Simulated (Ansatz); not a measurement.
Isomers of C₂H₅BO₂, relaxed with PBE0-D4/def2-TZVP in Ansatz; electronic energies, one conformer each and not always the lowest. Functionals use def2-TZVPP; CBS adds triple-zeta CCSD(T) − MP2 to the MP2 limit of def2-TZVPP and def2-QZVPP.

Question: Order them by energy at frozen-core CCSD(T)/CBS, lowest first. (An estimate is asked.)
A. `BOC(C)=O`
B. `B1COCO1`
C. `CC1OB1O`
D. `BOC1CO1`
E. `BC(=O)OC`

Answer: C (0.0 kcal/mol), A (10.5 kcal/mol), B (19.9 kcal/mol), D (49.9 kcal/mol), E (53.2 kcal/mol).

Question: How do B3LYP, B2PLYP, MP2/CBS(def2), ωB97M-V place them (kcal/mol, against `CC1OB1O`)? (Best estimate.)

Answer: Computed: 
```csv
isomer,B3LYP,B2PLYP,MP2/CBS(def2),ωB97M-V
`BC(=O)OC`,49.1,50.6,56.7,52.9
`BOC(C)=O`,8.0,8.6,12.8,10.1
`BOC1CO1`,49.3,49.9,52.1,49.3
`B1COCO1`,20.3,20.6,22.7,19.5
```

B3LYP here is the variant with VWN-RPA as its local correlation; programs differ in this.
